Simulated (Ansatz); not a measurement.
`[OH][Ti]([SH])([Cl])[Cl]` + HCl → `[OH][Ti]([Cl])([Cl])[Cl]` + H₂S at 500 K and 1 bar (ligand exchange at a Ti–S bond).

Program: Ansatz. Geometries: PBE0-D4/def2-TZVP. ΔE: electronic, gas phase. CCSD(T)/CBS adds triple-zeta CCSD(T) − MP2 to the extrapolated MP2 energy (def2 sets, frozen cores). This one scheme is used for every species. For Ti outer-core shells are correlated without core-valence functions, which leaves a few kJ/mol of doubt a bond. Scalar relativity is left out up to krypton. One conformer a species, not always the lowest.

```json
{"species": "`[OH][Ti]([SH])([Cl])[Cl]`", "CCSD(T)/CBS energy (Eh)": "-2242.85690", "H − E (kJ/mol)": "115.5", "S (J/(mol·K))": "459.0"}
{"species": "HCl", "CCSD(T)/CBS energy (Eh)": "-460.38127", "H − E (kJ/mol)": "32.5", "S (J/(mol·K))": "201.9"}
{"species": "`[OH][Ti]([Cl])([Cl])[Cl]`", "CCSD(T)/CBS energy (Eh)": "-2304.28409", "H − E (kJ/mol)": "90.2", "S (J/(mol·K))": "443.1"}
{"species": "H₂S", "CCSD(T)/CBS energy (Eh)": "-398.97279", "H − E (kJ/mol)": "57.0", "S (J/(mol·K))": "224.0"}
```

H − E and S are ideal-gas, rigid-rotor, harmonic terms from PBE0-D4/def2-TZVP, for one conformer and one mirror image of each species. 1 Eh = 2625.50 kJ/mol, R = 8.31446 J/(mol·K).

Q: By hand: ΔE, ΔH, ΔS and ΔG.

A: ΔE = (-2304.28409) + (-398.97279) − (-2242.85690) − (-460.38127) = -0.01871 Eh = -49.1 kJ/mol. Δ(H − E) = 90.2 + 57.0 − 115.5 − 32.5 = -0.8, so ΔH = -49.9 kJ/mol. ΔS = 443.1 + 224.0 − 459.0 − 201.9 = 6.2 J/(mol·K). ΔG = -49.9 − 500 × (6.2)/1000 = -53.0 kJ/mol.

Q: By hand: the equilibrium constant, and the temperature at which ΔG would vanish if ΔH and ΔS stayed fixed.

A: log₁₀ K = −ΔG/(RT ln 10) = 5.5. ΔH and −TΔS have one sign here, so there is no such temperature.

The number of gas molecules stays the same, so ΔS is small and ΔH decides. A doubt of 5 kJ/mol in ΔE shifts log₁₀ K by 0.5 here. Other conformers and mirror images would add mixing entropy, several J/(mol·K) or more a flexible species. These are equilibria of isolated gas molecules and say nothing of rates. Largest T1 diagnostic: 0.026 (customary marks: 0.02 for closed shells, 0.045 for open ones).

ΔS is within the doubt of such terms, so its sign, and with it that verdict, could turn.
